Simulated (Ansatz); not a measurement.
CuI2. Total charge 0; doublet. Geometry r2SCAN-D4/def2-TZVPD, that of the charge -1 singlet; atoms count from 1.

```xyz
3

Cu    0.000    0.000    0.000
I    -0.180   -2.421    0.079
I     0.180    2.421   -0.079
```

In the def2 sets I takes a core potential; there is no spin–orbit coupling. The structure comes from a short search, and lower isomers may exist.

Estimate the Mulliken populations from the PBE0/def2-TZVPD orbitals of Ansatz.


```csv
atom,charge (e),spin (α − β),d electrons
Cu1,-0.43,0.23,9.74
I2,0.21,0.39,–
I3,0.21,0.39,–
```
Mulliken values and Mayer orders depend strongly on the basis. With diffuse functions, as here, like atoms can get unlike values, and bond orders can come out too low or too high.

Where does the spin sit?

Summed by element: Cu 0.23, I 0.77, of 1 unpaired in all. Largest on single atoms: I2 0.39, I3 0.39, Cu1 0.23.

And the Mayer bond orders between bonded heavy atoms (over 0.3)?

Cu1–I2 1.16 (2.43 Å); Cu1–I3 1.16 (2.43 Å).
